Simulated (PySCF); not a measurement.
SMILES CC(C)CC(C)[O] (C₆H₁₃O), doublet (GFN2-xTB optimised geometry):

```
20

C     -0.897    -1.797     1.290
C     -1.275    -0.319     1.236
C     -0.813     0.415     2.479
C     -0.715     0.387     0.000
C      0.852     0.387     0.000
C      1.286     1.262    -1.201
O      1.354     0.869     1.140
H      0.165    -1.910     1.486
H     -1.134    -2.291     0.350
H     -1.445    -2.296     2.086
H     -2.370    -0.246     1.160
H      0.264     0.671     2.270
H     -0.859    -0.192     3.378
H     -1.339     1.355     2.628
H     -1.047     1.427     0.000
H     -1.056    -0.096    -0.916
H      1.182    -0.656    -0.188
H      0.849     0.880    -2.120
H      0.974     2.291    -1.042
H      2.370     1.235    -1.275
```

Method: unrestricted PBE0/def2-SVP (PySCF).

Task: What are the frontier orbital energies (α orbitals alone; a β orbital can be the lowest empty one) and the dipole moment?

Result: HOMO-2 -9.37 eV, HOMO-1 -7.58 eV, HOMO -7.48 eV, LUMO 1.66 eV, LUMO+1 2.39 eV; dipole moment 1.88 D.

On the same geometry unrestricted PBE/def2-SVP run with PySCF gives HOMO-2 -7.96 eV, HOMO-1 -5.82 eV, HOMO -5.60 eV, LUMO 0.78 eV, LUMO+1 1.50 eV; dipole moment 1.96 D.

Meta-Löwdin charges at PBE0/def2-SVP: C1 -0.30, C2 -0.04, C3 -0.30, C4 -0.17, C5 0.15, C6 -0.30, O7 -0.33, H8 0.10, H9 0.09, H10 0.10, H11 0.09, H12 0.14, H13 0.10, H14 0.10, H15 0.09, H16 0.10, H17 0.06, H18 0.10, H19 0.10, H20 0.11.
